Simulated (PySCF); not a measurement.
Computed Raman spectrum (relative Raman activity) of a molecule C2H7BN2O. The structure is a stationary point at PBE0-D3(BJ)/def2-SVP. The values are those of a single conformer. The numbers are results of PBE0-D3(BJ)/def2-SVP run with PySCF 2.14.0, not measurements. Harmonic, unscaled wavenumbers; measured fundamentals usually lie a few per cent lower.

| ν (cm⁻¹) | relative intensity |
|---|---|
| 1347 | 3.2 |
| 1366 | 7.1 |
| 1421 | 5.2 |
| 1440 | 2.1 |
| 1445 | 11 |
| 1448 | 8.6 |
| 1829 | 20 |
| 2964 | 56 |
| 3048 | 100 |
| 3130 | 52 |
| 3185 | 32 |
| 3656 | 68 |
| 3772 | 34 |
| 3929 | 34 |

Task: Identify the compound among the candidates.
(A) OB1NCCN1
(B) C/N=C/B(N)O
(C) C/C=N/B(N)O
(D) C=COB(N)N

Result: C, C/C=N/B(N)O
